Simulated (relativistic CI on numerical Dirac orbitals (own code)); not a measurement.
These numbers are calculated, not measured: Dirac-Coulomb-Breit CI, KLI orbitals optimised for each configuration, model QED, valence Slater integrals scaled by 0.85, P86 correlation estimate, and configurations built on the next ion tied to the tabulated ionisation energy (semi-empirical) (own radial code, finite nucleus).

Configuration list (outside the closed core [Ar] 3d10): 4s2 4p3, 4s2 4p2 5s, 4s2 4p2 4d, 4s2 4p2 5p, 4s2 4p2 5d, 4s2 4p2 6s, 4s2 4p2 4f, 4s2 4p2 5f, 4s 4p4, 4s2 4p2 6p, 4s2 4p 4d2, 4s2 4p2 6d, 4s2 4p2 5g, 4s2 4p2 6f. Levels of other configurations are missing.

Configurations that consist of the next ion and one excited electron were tied to the tabulated ionisation energy; Rydberg ones are usually within 1,000 to 3,000 cm⁻¹ and the lowest ones within about 6,000 (9,000 in d shells), while levels on excited terms of the next ion carry the error of that term, and the other configurations can be misplaced by 10,000 cm⁻¹ or more. Rates follow the energies as ν³ (E1, M1) or ν⁵ (E2), so rates, branching and lifetimes can be off by large factors. The fine structure of a lone outer electron comes out too small, for d and f at times inverted, and misplaced configurations move strength between like terms. 11 of the 11 excited levels that our extract of the measured tables holds in this range could be paired (the sources list more); they are missed by 759 cm⁻¹ on average and 1555 at most, and levels without a partner can miss by more.

Outline of the computed level scheme of As I. Lowest level of each configuration: 4s2 4p3 4S°_3/2 at 0.0000 eV; 4s2 4p2 5s 4P_1/2 at 6.2819 eV; 4s2 4p2 5p 4D°_1/2 at 7.4121 eV; 4s2 4p2 4d 4P_5/2 at 7.7808 eV; 4s2 4p2 6s 4P_1/2 at 8.2974 eV.

Some strong electric-dipole decays among the lowest 45 levels: 4s2 4p2 5s 2P_1/2 → 4s2 4p3 2D°_3/2 (3.1e+08 s⁻¹); 4s2 4p2 5s 2P_3/2 → 4s2 4p3 2D°_5/2 (2.7e+08 s⁻¹); 4s2 4p2 5s 2D_5/2 → 4s2 4p3 2D°_5/2 (2.1e+08 s⁻¹); 4s2 4p2 4d 2F_7/2 → 4s2 4p3 2D°_5/2 (2.1e+08 s⁻¹); 4s2 4p2 5s 2D_3/2 → 4s2 4p3 2D°_3/2 (2.0e+08 s⁻¹); 4s2 4p2 5s 4P_5/2 → 4s2 4p3 4S°_3/2 (1.9e+08 s⁻¹); 4s2 4p2 5s 4P_3/2 → 4s2 4p3 4S°_3/2 (1.8e+08 s⁻¹); 4s2 4p2 5s 4P_1/2 → 4s2 4p3 4S°_3/2 (1.8e+08 s⁻¹).

Rates of lines that live on the mixing of spin multiplicities can be off by large factors.

LS names give the leading component of a level, which can be under half, so a name can repeat, a term be missing and a line seem to break the LS rules.
